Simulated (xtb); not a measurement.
CH3CdI, SMILES [CH3][Cd][I]. All values are semi-empirical tight-binding results from xtb (GFN2-xTB unless named), good for trends rather than for accurate numbers. The structure is a stationary point at GFN2-xTB.

Optimised geometry:

```xyz
6

Cd    -0.7314    -0.3493     0.7657
I      1.0586     0.4799    -1.0790
C     -2.2421    -0.9288     2.1860
H     -2.7717    -1.8160     1.8477
H     -2.9694    -0.1306     2.3163
H     -1.8048    -1.1478     3.1566
```
Charge 0, spin multiplicity 1.

The geometry has at least one imaginary mode, so it is a saddle point at that level.

For metal compounds this method's bond lengths and energies can be far off.

Computed properties:
```json
{
  "point_group_as_xtb_finds_it": "Cs",
  "orbital_gap": "4.56 eV"
}
```

Task: Give the atomic charges and the Wiberg bond orders between heavy atoms. (The exact figures need the calculation; the answer reports its results.)

Result: charges (e) Cd1 0.31, I2 -0.26, C3 -0.20, H4 0.05, H5 0.05, H6 0.05. Bond orders Cd1–I2 0.93, Cd1–C3 0.84.
